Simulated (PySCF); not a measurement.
## Working with the constants of CsBi

ROHF-CCSD(T) constants of CsBi, ³Σ⁻ (triplet), unpaired electrons π ↑↑ (Cs def2-SVPD with ECP46, Bi def2-SVPD with ECP60; scalar-relativistic core potentials (PySCF 2.14); masses 132.9054 and 208.9804 u):

- ωe: 74.0 cm⁻¹
- ωexe: 0.167 cm⁻¹
- Be: 0.014245 cm⁻¹
- αe: 4.04e-05 cm⁻¹
- De to Cs + Bi: 0.70 eV

**Question.** What force constant and bond length do these constants imply?

**Answer.** Reduced mass μred = 81.239 u; k = 5.8918×10⁻⁷·μred·ωe² (u, cm⁻¹, mdyn/Å) = 0.262 mdyn/Å; Re = √(16.8576/(μred·Be)) (u, cm⁻¹, Å) = 3.817 Å.

**Question.** Estimate the centrifugal constant D from the Kratzer relation and find the Dunham coefficient a1.

**Answer.** D = 4Be³/ωe² = 2.11e-09 cm⁻¹; a1 = −1 − αeωe/(6Be²) = -3.46.

Correlated steps freeze 4 core orbitals. Correlated levels converge slowly with the basis: in double zeta they bind strong bonds too weakly, by up to about 1 eV, and carry superposition errors of some tenths. These are scalar-relativistic numbers at best; spin–orbit coupling would shift them, the dissociation energy most. The state is the lowest determinant that a PBE0 search found; another state may lie lower at other levels.
